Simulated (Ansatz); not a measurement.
Computed with Ansatz on PBE0-D4/def2-TZVP structures; ΔE is electronic, products minus reactants. CBS: MP2 limit from def2 TZ/QZ plus the TZ coupled-cluster correction, frozen cores. Functionals use def2-TZVPP. B3LYP here is the variant with VWN-RPA as its local correlation; programs differ in this. Each species was taken in one conformer, which may not be the lowest.

`C[Si](C)(O)[SiH3]` + `O[SiH](F)O[SiH2]F` → `CO[SiH](F)O[SiH2]F` + `C[SiH](O)[SiH3]`  (substitution at a C–Si bond)

```
             level  ΔE (kcal/mol)  difference from CCSD(T)/CBS
         r2SCAN-D4           25.6                          0.3
           PBE0-D4           25.1                         -0.2
          B3LYP-D4           23.3                         -2.0
           ωB97X-V           23.5                         -1.8
            r2SCAN           25.5                          0.2
             B3LYP           23.0                         -2.3
CCSD(T)/def2-TZVPP           24.7                         -0.6
     HF/def2-QZVPP           20.4                         -4.9
      HF/CBS(def2)           20.4                         -4.9
    CCSD/CBS(def2)           24.9                         -0.4
       CCSD(T)/CBS           25.3                            0
```

Largest T1 diagnostic among the species: 0.012.

In def2-TZVPP, CCSD(T) changes the Hartree–Fock value by +4.1 kcal/mol (the triples alone add +0.4 kcal/mol) and MP2 by +6.0 kcal/mol.
